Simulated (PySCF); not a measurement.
SMILES S[SiH2][SiH2][GeH3] (GFN2-xTB optimised geometry):

```
12

S      2.668    -2.334    -0.078
Si     1.907    -0.315     0.000
Si    -0.415    -0.315     0.000
Ge    -1.205     1.882     0.000
H      2.073    -2.774     1.019
H      2.525     0.287     1.185
H      2.544     0.262    -1.179
H     -0.977    -1.032    -1.151
H     -0.945    -1.010     1.184
H     -0.993     2.633    -1.281
H     -0.558     2.774     1.019
H     -2.668     2.061     0.267
```

Calculation: PySCF with PBE/def2-TZVP.

**Question.** What are the frontier orbital energies and the dipole moment?

**Answer.** HOMO-2 -7.89 eV, HOMO-1 -7.32 eV, HOMO -6.07 eV, LUMO -1.58 eV, LUMO+1 -1.12 eV; dipole moment 0.91 D.

Meta-Löwdin charges at PBE/def2-TZVP: S1 -0.29, Si2 0.32, Si3 0.11, Ge4 0.06, H5 0.11, H6 -0.07, H7 -0.06, H8 -0.04, H9 -0.05, H10 -0.03, H11 -0.03, H12 -0.03.
